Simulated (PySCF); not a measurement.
Record of a relaxation.

SbH2I.
Bonds: Sb1–I4. Hydrogens: H2, H3 on Sb1.

Computed by this run: PBE0-D3(BJ)/def2-SVP geometry optimisation, gas phase, def2 core potentials past Kr in PySCF; density fitting, grid level 1; the optimiser is geomeTRIC in internal coordinates, started from a GFN2-xTB structure with every atom displaced at random (about 0.03 Å). The frame can shift and turn from step to step; on so coarse a grid that alone can change the energy by a few meV, and forces under 0.02 eV/Å are noise.

Step 0: E = -14671.8483 eV, largest atomic force 1.888 eV/Å
```
atom  x, y, z in Å  |  force x, y, z in eV/Å
Sb1     0.164    0.114    0.891   -0.902   1.646   0.209
H2      1.464    0.153   -0.129    0.994   0.107  -0.487
H3     -0.605    1.379   -0.172    0.532  -0.623   0.893
I4     -0.939   -1.737   -0.620   -0.624  -1.130  -0.615
```

Step 1: E = -14672.0549 eV, largest atomic force 0.232 eV/Å
```
atom  x, y, z in Å  |  force x, y, z in eV/Å
Sb1     0.121    0.158    0.850   -0.031  -0.076  -0.217
H2      1.542    0.212   -0.122   -0.030  -0.016   0.059
H3     -0.563    1.409   -0.118   -0.004  -0.045   0.049
I4     -1.017   -1.870   -0.640    0.065   0.136   0.108
```

Step 2: E = -14672.0572 eV, largest atomic force 0.096 eV/Å
```
atom  x, y, z in Å  |  force x, y, z in eV/Å
Sb1     0.120    0.158    0.839    0.059  -0.067   0.034
H2      1.547    0.208   -0.120   -0.013  -0.001   0.014
H3     -0.568    1.401   -0.117   -0.041   0.067  -0.052
I4     -1.016   -1.857   -0.632   -0.005   0.002   0.005
```

Step 3: E = -14672.0574 eV, largest atomic force 0.026 eV/Å
```
atom  x, y, z in Å  |  force x, y, z in eV/Å
Sb1     0.123    0.156    0.838   -0.009   0.025  -0.003
H2      1.550    0.206   -0.119   -0.001   0.001  -0.006
H3     -0.571    1.405   -0.119    0.015  -0.019   0.011
I4     -1.018   -1.857   -0.630   -0.005  -0.006  -0.002
```

Step 4: E = -14672.0574 eV, largest atomic force under 0.02 eV/Å
```
atom  x, y, z in Å  |  force x, y, z in eV/Å
Sb1     0.123    0.157    0.838   -0.001   0.002   0.000
H2      1.549    0.206   -0.121    0.002  -0.001  -0.004
H3     -0.569    1.405   -0.120    0.002  -0.001   0.000
I4     -1.019   -1.858   -0.628   -0.002   0.000   0.004
```

Task: Summarise the path.

Result: The energy falls by 4.82 kcal/mol from step 0 to step 4; nine tenths of that is first reached at step 1. It falls at every step. The largest force goes from 1.888 to under 0.02 eV/Å. Among the bonds Sb1–I4 changes most, from 2.632 to 2.741 Å; the atoms move by 0.102 Å rms after alignment.

Task: Follow the three bonds and two angles with the largest change from start to end.

Result: 
```tsv
step	E above end (kcal/mol)	largest force (eV/Å)	Sb1–I4 (Å)	Sb1–H3 (Å)	Sb1–H2 (Å)	H3–Sb1–I4 (°)	H2–Sb1–I4 (°)
0	4.82	1.888	2.632	1.823	1.652	88.6	89.5
1	0.06	0.232	2.762	1.723	1.723	93.8	93.3
2	0.01	0.096	2.741	1.712	1.720	93.9	93.8
3	0.00	0.026	2.740	1.721	1.719	93.9	93.9
4	0.00	under 0.02	2.741	1.719	1.719	93.9	93.9
```

What follows is the cost of the whole optimisation. The run took 11 s on Intel Xeon 6975P-C, one thread, no GPU, on a shared host, and the process peaked at 0.27 GiB of memory.
